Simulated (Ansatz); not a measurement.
## Relaxing a trial structure of O2SiZn

The starting geometry of this gas-phase singlet was optimised with r2SCAN-D4.

```xyz
4

O    -3.1906    0.7017    0.8324
O    -0.6822   -0.9500    0.3984
Si   -2.1157   -0.3874    0.7654
Zn   -1.5731   -2.6381    1.2642
```

Q: Predict what becomes of its bonds when it is optimised with B3LYP-D3(BJ)/def2-SVP.

A: A bond breaks, giving a structure given below by its coordinates. Distances that change by over a tenth: Si3–Zn4 (2.37 → 2.62 Å). Contacts that open: O2–Zn4 (2.10 → 3.21 Å).

The energy falls by 0.08 eV over 18 steps:

```json
{"step": "1", "E − E(last) (eV)": "0.079"}
{"step": "3", "E − E(last) (eV)": "0.059"}
{"step": "5", "E − E(last) (eV)": "0.045"}
{"step": "7", "E − E(last) (eV)": "0.044"}
{"step": "9", "E − E(last) (eV)": "0.044"}
{"step": "10", "E − E(last) (eV)": "0.035"}
{"step": "12", "E − E(last) (eV)": "0.005"}
{"step": "14", "E − E(last) (eV)": "0.001"}
{"step": "16", "E − E(last) (eV)": "0.000"}
{"step": "18", "E − E(last) (eV)": "0.000"}
```

Final geometry (Å):

```xyz
4

O    -3.2114    0.2363    0.9831
O    -0.3821   -0.4496    0.1305
Si   -1.8235   -0.3074    0.6298
Zn   -2.1446   -2.7532    1.5171
```

Frequencies at the end are all real (lowest 38 cm⁻¹). Run with Ansatz 0.2.0, 110 s on 1 thread of Intel(R) Xeon(R) Processor @ 2.50GHz (Skylake/Cascade Lake), on a shared host.
